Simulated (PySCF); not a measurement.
Species: C4H17NOSi4.
Cartesian coordinates in Å at the PBE0-D3(BJ)/def2-SVP level; atoms count from 1:
```
atom  x, y, z in Å
Si1    2.8755   -0.0925    1.5569
O2     1.9495    0.8955    0.5922
Si3    1.3575    0.9292   -0.9588
N4     0.8601   -0.6585   -1.4726
Si5    1.7744   -1.4867   -2.7228
Si6   -0.4669   -1.5126   -0.6814
C7    -1.4856   -0.3241    0.3508
C8    -2.7599   -0.9808    0.9485
C9    -3.5944   -0.3083   -0.1578
C10   -2.4064    0.6222   -0.4660
H11    2.1063   -1.3202    1.9214
H12    4.1275   -0.4963    0.8472
H13    3.2229    0.6617    2.7933
H14    2.4270    1.3677   -1.9046
H15    0.2323    1.8985   -0.9492
H16    3.2425   -1.3675   -2.4700
H17    1.3855   -2.9293   -2.6917
H18    1.4889   -0.9426   -4.0858
H19    0.0654   -2.6128    0.1842
H20   -1.3349   -2.1422   -1.7279
H21   -0.8257    0.1710    1.0833
H22   -2.7948   -2.0815    1.0071
H23   -2.9890   -0.5860    1.9499
H24   -3.8055   -0.9964   -0.9901
H25   -4.5406    0.1655    0.1425
H26   -2.1610    0.7907   -1.5268
H27   -2.5054    1.6070    0.0155
```

Probes without a nucleus sit at each ring's centroid and 1 Å off its mean plane on both sides; NICS is minus the shielding there, NICSzz its component along the normal. Level: GIAO KT2/pcSseg-1 (PySCF, non-relativistic, gas phase) on the PBE0-D3(BJ)/def2-SVP geometry, one conformer.

Ring bond lengths (Å): C7–C8 1.553, C8–C9 1.540, C9–C10 1.540, C10–C7 1.553.

Problem. What do the NICS probes read (ppm)?

Solution. 
```
        ring                                            type  NICS(0)  NICS(1), two faces  NICS(1)zz, two faces  rms pucker (Å)  centre to ring atoms, mean (Å)
C7–C8–C9–C10  4-membered carbocycle; formal bonds all single      0.9          0.6 / -0.2             5.0 / 4.8            0.10                            1.09
```

Problem. What can be read from them?

Solution. 
- C7–C8–C9–C10: mean NICS(1)zz 4.9 ppm, deshielded. C7, C8, C9, C10 have four or more neighbours, and the NICS criterion for π rings isn't applied.

Problem. What field does 14.1 T along the ring normal induce along that normal at the first NICS(1) probe listed for ring C7–C8–C9–C10, 1 Å off the ring?

Solution. NICSzz × B0 = 5.0 ppm × 14.1 T = 70 μT, along the applied field.

Problem. How shielded are the nuclei of the rings and their hydrogens (means over atoms taken as equivalent)?

Solution. 
```tsv
atoms	environment	σ isotropic (ppm)	principal values of the symmetric part, first atom (ppm)
C7	sp3 carbon bound to silicon	160.9	142.0, 162.9, 177.9
C8 (×2)	four-membered-ring carbon	156.1	140.1, 155.6, 176.9
C9	four-membered-ring carbon	158.3	139.2, 160.2, 175.4
H21	methine hydrogen	28.90	24.0, 28.2, 34.5
H22 (×2)	methylene hydrogen	29.30	25.7, 27.3, 35.2
H23 (×2)	methylene hydrogen	28.56	25.3, 26.7, 33.7
H24	methylene hydrogen	28.87	25.8, 27.4, 33.4
H25	methylene hydrogen	29.20	25.6, 25.8, 36.2
```

Problem. How do the values depend on the level or the medium?

Solution. 
```
             level  NICS(0), C7–C8–C9–C10  mean NICS(1)zz, C7–C8–C9–C10
 KT2/pcSseg-1, gas                    0.9                           4.9
PBE0/pcSseg-1, gas                   -0.1                           4.1
```

The geometry is the same throughout.
